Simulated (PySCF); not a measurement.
A small calculation by hand: chemical shift, span and skew from a shielding tensor

C3H9FSi, SMILES CC[Si@H](C)F. Atoms are numbered in the order given.

```xyz
14

C      1.7732    -1.5440     0.0010
C      1.0882    -0.3875    -0.7422
Si    -0.2126     0.5068     0.2721
C     -1.6308    -0.6126     0.7544
F     -0.8145     1.7255    -0.6439
H      2.5441    -2.0272    -0.6202
H      1.0520    -2.3255     0.2913
H      2.2679    -1.1970     0.9234
H      1.8361     0.3567    -1.0687
H      0.6053    -0.7539    -1.6660
H      0.3999     1.1357     1.4783
H     -1.2809    -1.4232     1.4146
H     -2.4142    -0.0544     1.2912
H     -2.0873    -1.0723    -0.1373
```

Coordinates come from a B3LYP-D3(BJ)/def2-SVP optimisation. The structure was generated by enumeration; whether it is a known compound was not checked. One conformer was computed; it need not be the lowest.

GIAO shieldings from HF/pcSseg-1 in PySCF, non-relativistic, no solvent. The symmetric part of the tensor of Si3 has the principal values 333.6, 388.3, 404.0 ppm. The same nucleus in TMS has σ = 393.8 ppm at this level (PySCF, at its B3LYP-D3(BJ)/def2-TZVP geometry).

Q: Work out the isotropic shielding, the ²⁹Si shift against TMS, the span and the skew.

A: 
σ(iso) = (σ11 + σ22 + σ33)/3 = 375.3 ppm. δ = σ(ref) − σ(iso) = 393.8 − (375.3) = 18.5 ppm.
Span Ω = σ33 − σ11 = 70.4 ppm. Skew κ = 3(σ(iso) − σ22)/Ω = -0.55. Tumbling in solution averages the tensor to δ; in a static solid the shielding alone would spread this spin-1/2 line over Ω.
